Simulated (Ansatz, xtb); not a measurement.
**C4H7BF2O2: which of two structures lies lower**

Structure I is a singlet given by its coordinates and structure II is `COC(=O)CCB(F)F`, a singlet. Both are isolated molecules in the gas phase, relaxed with B3LYP-D3(BJ)/def2-SVP; the shapes shown needn't be the lowest conformers.

I (Å):

```yaml
atoms:
  - { symbol: C, position_ang: [-0.7442, 0.2913, -0.5141] }
  - { symbol: C, position_ang: [0.7696, 0.1172, -0.3865] }
  - { symbol: C, position_ang: [1.5115, -0.3675, -1.6436] }
  - { symbol: C, position_ang: [1.1884, -0.8534, 0.6904] }
  - { symbol: B, position_ang: [2.9026, -1.0005, -1.1751] }
  - { symbol: F, position_ang: [3.3281, -2.1662, -1.6887] }
  - { symbol: F, position_ang: [3.8729, -0.1617, -0.7508] }
  - { symbol: O, position_ang: [2.1882, -1.5482, 0.5387] }
  - { symbol: O, position_ang: [0.4608, -0.9056, 1.7923] }
  - { symbol: H, position_ang: [-1.2251, -0.6577, -0.7994] }
  - { symbol: H, position_ang: [-0.9673, 1.0301, -1.2976] }
  - { symbol: H, position_ang: [-1.1964, 0.6372, 0.4270] }
  - { symbol: H, position_ang: [1.2094, 1.0797, -0.0592] }
  - { symbol: H, position_ang: [1.6628, 0.4626, -2.3508] }
  - { symbol: H, position_ang: [0.9024, -1.1308, -2.1565] }
  - { symbol: H, position_ang: [0.8689, -1.5500, 2.3984] }
```

Close contacts (Å): C1–C2 1.53, C2–C3 1.54, C2–C4 1.51, C3–B5 1.60, C4–O8 1.23, C4–O9 1.32, B5–F6 1.34, B5–F7 1.35, B5–O8 1.94, C1–H10 1.10, C1–H11 1.10, C1–H12 1.10, C2–H13 1.11, C3–H14 1.10, C3–H15 1.10, O9–H16 0.97.

II (Å):

```xyz
16

C    -2.1185    1.0510    2.1322
C    -0.9232   -0.6578    0.9563
C     0.0813   -0.8405   -0.1604
C    -0.0090    0.2780   -1.2099
B    -0.0056    1.6930   -0.5161
F     1.0166    2.0635    0.2558
F    -0.8756    2.6490   -0.8320
O    -1.2143    0.6644    1.0957
O    -1.4015   -1.5075    1.6569
H    -3.0612    0.4933    2.0414
H    -2.2885    2.1256    1.9982
H    -1.6763    0.8490    3.1188
H    -0.0601   -1.8484   -0.5763
H     1.0758   -0.8362    0.3204
H    -0.9204    0.1601   -1.8173
H     0.8485    0.2078   -1.9009
```

**Question.** Estimate which is lower in electronic energy at CCSD(T)/def2-SVP + ΔMP2/def2-TZVPP, and by roughly how much.

**Answer.** The CCSD(T)/def2-SVP + ΔMP2/def2-TZVPP calculation puts structure I lower, by 54.4 kJ/mol.

How the difference moves with the method:

```tsv
level	geometry	E(II) − E(I) (kJ/mol)	departure from the last row (kJ/mol)	job, with rough time for the two
B3LYP-D3(BJ)/def2-SVP	B3LYP-D3(BJ)/def2-SVP	+48.1	−6.4	optimisation, 82 s
HF/def2-SVP	B3LYP-D3(BJ)/def2-SVP	+38.5	−15.9	part of the CCSD(T) run
MP2/def2-SVP	B3LYP-D3(BJ)/def2-SVP	+57.1	+2.7	part of the CCSD(T) run
CCSD(T)/def2-SVP	B3LYP-D3(BJ)/def2-SVP	+52.0	−2.4	single point
CCSD(T)/def2-SVP + ΔMP2/def2-TZVPP	B3LYP-D3(BJ)/def2-SVP	+54.4		single point, 73 s
```

None of the levels shown reverses the order. The largest departure from CCSD(T)/def2-SVP + ΔMP2/def2-TZVPP is that of HF/def2-SVP, 15.9 kJ/mol. Levels run at GFN2-xTB geometries aren't shown. The last row adds to CCSD(T) the change of the MP2 difference between the two basis sets, here +2.4 kJ/mol.

With thermal terms from frequencies at re-optimised GFN2-xTB minima (ideal gas, soft modes damped towards free rotors, one conformer each, 298.15 K, 1 atm): the zero-point term adds −3.7 kJ/mol; ΔH is +52.8 and ΔG +46.5 kJ/mol.

The correlated steps freeze 9 core orbitals. Run with Ansatz 0.2.0, xtb 6.7.1; the last row on 4 threads of AMD EPYC 9R45 96-Core Processor (Zen 5) on a shared host.
